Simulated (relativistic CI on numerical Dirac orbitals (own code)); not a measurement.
## Os6+ (5d2) in a crystal field

Calculated by Dirac-Coulomb-Breit CI, separate exchange-only KLI orbitals for each configuration, model QED, valence Slater integrals scaled by 0.65, one configuration in a parametric crystal field (own radial code).

Field parameters in Wybourne normalisation: Oh B⁴₀ = 21Dq, B⁴₄ = √(5/14) B⁴₀. The field is a parameter set, without covalency.

S is read from ⟨S²⟩ = S(S + 1).

Levels (cm⁻¹, degeneracy): 0 (2), 408 (3), 7226 (3), 7738 (1), 14088 (3), 14582 (2), 27839 (1), 44153 (1), 45225 (3), 46889 (3), 47094 (2), 51560 (1).

Task: Which field gives this pattern?
A. Oh, 10Dq = 28350 cm⁻¹
B. Oh, 10Dq = 34100 cm⁻¹
C. Oh, 10Dq = 42850 cm⁻¹
D. Oh, 10Dq = 20050 cm⁻¹

Result: C. Oh, 10Dq = 42850 cm⁻¹, ground level with S = 0.94.
